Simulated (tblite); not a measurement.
Species: C3H5Cl3OSi.
Numbering: `[CH3:1][Si@H:2]([CH:3]=[O:4])[C:5]([Cl:6])([Cl:7])[Cl:8]` (hydrogens: H9, H10, H11 on C1; H12 on Si2; H13 on C3)

A start from a force field or distance geometry was refined with GFN2-xTB geometry optimisation, gas phase (tblite). Values at the start:

```
  coordinate    start
      C1–Si2  1.883 Å
       C1–H9  1.094 Å
      Si2–C3  1.871 Å
      Si2–C5  1.843 Å
     Si2–H12  1.488 Å
       C3=O4  1.212 Å
      C3–H13  1.103 Å
      C5–Cl6  1.786 Å
   C1–Si2–C3   110.6°
   C1–Si2–C5   112.2°
   Si2–C3–O4   119.7°
  Si2–C5–Cl6   109.7°
  Si2–C5–Cl7   110.9°
   C3–Si2–C5   110.2°
  Cl6–C5–Cl7   109.8°
  Cl7–C5–Cl8   109.4°
C1–Si2–C3–O4     -15°
```

Q: How do these coordinates change at the GFN2-xTB level?

A: 
```
  coordinate  GFN2-xTB (Å or °)  change
      Si2–C5              1.948  +0.105
      Si2–C3              1.930  +0.059
     Si2–H12              1.461  -0.027
      C5–Cl6              1.772  -0.014
       C3=O4              1.202  -0.010
      C1–Si2              1.891  +0.008
       C1–H9              1.087  -0.007
      C3–H13              1.109  +0.006
   C3–Si2–C5              104.6    -5.6
   C1–Si2–C5              107.7    -4.5
   Si2–C3–O4              122.2    +2.5
  Si2–C5–Cl6              111.1    +1.4
  Cl6–C5–Cl7              108.6    -1.2
  Cl7–C5–Cl8              108.5    -0.9
  Si2–C5–Cl7              110.1    -0.8
   C1–Si2–C3              111.3    +0.7
C1–Si2–C3–O4                 63     +78
```

The energy falls by 0.262 eV over 120 L-BFGS steps, the largest force on an atom goes from 2.65 to 0.009 eV/Å, and the atoms move by 0.457 Å rms after alignment. The bond that changes most is Si2–C5 (SiH silicon to CCl3 carbon), which lengthens by 0.105 Å. Bonds longer at the end by more than 0.005 Å: 5 of 12; shorter: 6. Among the dihedrals that turn most is C1–Si2–C3–O4, from -15° to 63°. Rotational constants go from 1276, 798.3, 708.0 to 1274, 752.3, 660.8 MHz.

On one thread of an Arm Neoverse V2, shared host with 32 logical CPUs at a one-minute load of 29, this took 0.98 s wall.

Its GFN2-xTB frequencies are all real (lowest 23 cm⁻¹). The numbers are those of one conformer. 2 starts were optimised and ended at 0.00 and 0.05 kcal/mol (GFN2-xTB); the lowest of these is shown.

The numbers are calculated, not measured.
